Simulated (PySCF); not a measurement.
phosphorus nitride (NP), SMILES P#N. The structure is a stationary point at r2SCAN-D4/def2-TZVPD.

TDDFT-PBE0/def2-TZVPD run with PySCF puts the lowest singlet excitations at 4.72, 5.02, 5.02, 5.13, 5.13, 7.72 eV and the lowest triplet (TDA) at 3.45 eV.

Problem. What are the lowest singlet roots from EOM-CCSD/aug-cc-pVDZ in PySCF 2.14.0? (Estimate from the structure and the level; the computed values follow.)

Solution. 5.36, 5.36, 5.54, 5.78, 5.78, 8.25 eV; triplets 3.70, 4.35, 4.35 eV. S1 differs by 0.64 eV (second minus first; roots are paired by order, and the bases may differ).
